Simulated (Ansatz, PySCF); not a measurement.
Reaction (SMILES): [SnH2] (SnH2) → [SnH] (SnH) + H atom (the H-Sn bond at the site shown breaks; other sites are not compared here)
Each molecule is optimised on its own at B3LYP-D3(BJ)/def2-TZVP (Ansatz, a program for electronic structure). Unstable Hartree-Fock reference: [SnH2] (SnH2).
Geometry of the first species:
```
Sn
H 1 1.7807
H 1 1.7807 2 90.56
```
Charge 0, spin multiplicity 1.

Wanted: bond dissociation energy (0 K, with B3LYP-D3(BJ) harmonic zero-point energies from PySCF), in kcal/mol. Correlated levels leave the core frozen unless marked. UHF or UKS for open shells. Spin-orbit coupling is left out. Frozen are the shells of the preceding noble gas and the d and f shells that filled before the atom's block. In def2 rows, elements after Kr have scalar-relativistic effective core potentials. STO-3G rows are all-electron and non-relativistic. CBS marks a two-point X^-3 extrapolation of the correlation energy; Hartree-Fock from the larger set. [CCSD(T)-MP2]/basis is that difference in the basis named.

| level | program | bond dissociation energy (kcal/mol) |
|---|---|---|
| PBE-D3(BJ)/def2-TZVPD | Ansatz + dftd3 | 61.4 |
| revPBE-D3(BJ)/def2-TZVPD | Ansatz + dftd3 | 60.4 |
| r2SCAN/def2-TZVPD | Ansatz | 61.2 |
| r2SCAN-D3(BJ)/def2-TZVPD | Ansatz + dftd3 | 61.3 |
| PBE0-D3(BJ)/def2-TZVPD | Ansatz + dftd3 | 60.6 |
| PBE0-D4/def2-TZVP | Ansatz + dftd4 | 60.6 |
| PBE0/def2-TZVPD | Ansatz | 60.3 |
| BHLYP-D4/def2-TZVPD | Ansatz + dftd4 | 61.8 |
| wB97M-V/def2-TZVPD | Ansatz | 62.7 |
| MP2/def2-SVP | Ansatz | 54.3 |
| MP2/def2-SVPD | Ansatz | 55.3 |
| RI-MP2/def2-TZVPP | Ansatz | 58.2 |
| SCS-MP2/STO-3G | Ansatz | 84.8 |
| SCS-MP2/def2-SVP | Ansatz | 56.5 |
| CCSD/STO-3G | Ansatz | 87.0 |
| CCSD/def2-TZVPP | Ansatz | 61.3 |
| CCSD(T)/def2-SVP | Ansatz | 57.8 |
| CCSD(T)/def2-TZVPP | Ansatz | 61.7 |
| RI-MP2/CBS(def2-TZVPP,def2-QZVPP)+[CCSD(T)-MP2]/def2-TZVPP | Ansatz | 63.4 |
| RI-MP2/CBS(def2-TZVPPD,def2-QZVPPD)+[CCSD(T)-MP2]/def2-QZVPPD | Ansatz | 63.1 |
| CCSD(T)/CBS(def2-TZVPPD,def2-QZVPPD) | Ansatz | 63.0 |
